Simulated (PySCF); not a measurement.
Arsenic: a sound run and one with changed settings

Sound run: As+ [Ar] 3d10 4s2 4p2, As(2+) [Ar] 3d10 4s2 4p1. Computed with PySCF 2.14 in def2-TZVP (6s5p4d1f, 48 functions), with no relativity, point nucleus. In the sound run the correlated levels freeze [Ar] 3d10. The sound run starts from symmetry-adapted Hartree-Fock orbitals and uses a fine grid where one is needed.

A second run was set up differently.

```csv
species,method,sound run (hartree),changed run (hartree),converged
As+,UHF,-2233.84690,-2209.00633,yes
As+,LDA,-2232.14542,-2206.69083,yes
As+,MN15,-2235.76543,-2207.85389,yes
As+,MP2,-2233.90115,-2209.01391,yes
As+,CCSD(T),-2233.91837,-2209.01980,yes
As(2+),UHF,-2233.18621,-2208.37732,yes
As(2+),LDA,-2231.45953,-2206.03713,yes
As(2+),MN15,-2235.08035,-2207.21744,yes
As(2+),MP2,-2233.22671,-2208.39291,yes
As(2+),CCSD(T),-2233.24193,-2208.40405,yes
```

Ionisation energy of As+:

```
 method  sound run (eV)  changed run (eV)
    UHF          17.978            17.116
    LDA          18.664            17.788
   MN15          18.642            17.319
    MP2          18.353            16.898
SCS-MP2          18.278            16.855
   CCSD          18.382            16.755
CCSD(T)          18.407            16.755
```

**Question.** What was changed?
A. minimal basis
B. level shift left on
C. a valence shell is frozen
D. all electrons correlated in a valence basis

**Answer.** A. It used basis STO-3G. A minimal basis cannot let orbitals breathe on ionisation and holds almost no correlation.
